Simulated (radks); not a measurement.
Results of a calculation; reference values are marked as such.
Ho0.5+, configuration [Kr] 4d10 4f(up 5.5, down 5.5) 5s2 6s2 5p(up 3, down 2.5) (fractional occupations, a model configuration).

Code: a radial shooting solver on a logarithmic mesh with Libxc functionals. Model: scalar-relativistic Kohn-Sham, r2SCAN, spin-polarised, spherical densities, finite nucleus; meta-GGA in the generalised Kohn-Sham scheme; Fermi nuclear charge, rms radius 5.2022 fm.

Energy parts (hartree):
total: -12615.8994
kinetic: 13642.2567
electron-nucleus: -30902.7357
Hartree: 4915.0582
exchange-correlation: -270.4787

Orbitals (lengths in bohr, moments of r in powers of bohr; <r^-3> diverges for s and p1/2; r(max) is where P^2 peaks; r(90%) holds 90 % of the orbital's charge):
\begin{tabular}{lrrrrrr}
orbital & occ. & eigenvalue (hartree) & <r> & <r^-3> & r(90%) & r(max) \\ \hline
1s up & 1 & -2042.314 & 0.02074 & - & 0.0376 & 0.01311 \\
1s down & 1 & -2042.312 & 0.02074 & - & 0.0376 & 0.01311 \\
2s up & 1 & -342.6263 & 0.08807 & - & 0.136 & 0.07458 \\
2s down & 1 & -342.6259 & 0.08807 & - & 0.136 & 0.07458 \\
2p up & 3 & -303.4472 & 0.07807 & 13550 & 0.127 & 0.06061 \\
2p down & 3 & -303.4459 & 0.07807 & 13550 & 0.127 & 0.06061 \\
3s up & 1 & -76.99469 & 0.2295 & - & 0.336 & 0.2110 \\
3s down & 1 & -76.99435 & 0.2295 & - & 0.336 & 0.2110 \\
3p up & 3 & -64.96086 & 0.2286 & 2911 & 0.342 & 0.2075 \\
3p down & 3 & -64.96015 & 0.2286 & 2911 & 0.342 & 0.2075 \\
3d up & 5 & -49.68428 & 0.2079 & 386.5 & 0.323 & 0.1698 \\
3d down & 5 & -49.68335 & 0.2079 & 386.5 & 0.323 & 0.1698 \\
4s up & 1 & -15.53982 & 0.5192 & - & 0.745 & 0.4839 \\
4s down & 1 & -15.53801 & 0.5192 & - & 0.745 & 0.4840 \\
4p up & 3 & -11.56213 & 0.5503 & 648.3 & 0.800 & 0.5055 \\
4p down & 3 & -11.56043 & 0.5502 & 648.2 & 0.800 & 0.5056 \\
4d up & 5 & -6.16583 & 0.5971 & 72.41 & 0.897 & 0.5232 \\
4d down & 5 & -6.16350 & 0.5969 & 72.43 & 0.897 & 0.5233 \\
4f up & 5.5 & -0.32004 & 0.8386 & 9.798 & 1.47 & 0.5249 \\
4f down & 5.5 & -0.31363 & 0.8356 & 9.844 & 1.46 & 0.5247 \\
5s up & 1 & -2.12342 & 1.275 & - & 1.84 & 1.136 \\
5s down & 1 & -2.09847 & 1.274 & - & 1.84 & 1.135 \\
5p up & 3 & -1.19244 & 1.499 & 82.38 & 2.20 & 1.294 \\
5p down & 2.5 & -1.16867 & 1.502 & 82.20 & 2.21 & 1.294 \\
6s up & 1 & -0.25929 & 3.739 & - & 5.45 & 3.247 \\
6s down & 1 & -0.25870 & 3.749 & - & 5.46 & 3.254 \\
\end{tabular}

The highest occupied level is 6s down at -7.039 eV. The electron density at the nucleus is 8.47e+05 e/bohr^3 (large components only). Summed over all electrons, <r^2> = 67.67 bohr^2, which gives a Langevin (diamagnetic) susceptibility term of -53.6 x 10^-6 cm^3/mol. The spin density at the nucleus is -0.278 e/bohr^3 (1s -0.469, 2s 0.187, 3s 0.408, 4s 0.571, 5s -1.517, 6s 0.542). The density falls to 0.001 e/bohr^3 at r = 4.98 bohr.
